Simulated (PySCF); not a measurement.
Constitutional and geometric isomers with formula C2H5N. Isolated molecules, 0 K electronic values unless said otherwise. One relaxed conformer stands for each flexible species; it need not be the lowest. Strings in code marks are SMILES.

The four lowest singlet excitations (Tamm–Dancoff). These are PBE-D3(BJ)/def2-TZVP // PBE0-D3(BJ)/def2-TZVP (PySCF 2.14.0) values and carry that method's errors. Excitations are Tamm–Dancoff values on a coarser integration grid. The basis has no diffuse functions, so Rydberg states are missing or too high.

```csv
state,energy (eV),wavelength (nm),oscillator strength
S1,4.88,254,0.002
S2,6.92,179,0.044
S3,7.59,163,0.064
S4,7.85,158,0.001
```

Q: Identify which member gives these states.
A) `C=NC`
B) `C=CN`
C) `[H]/N=C\C`

A: A, `C=NC`
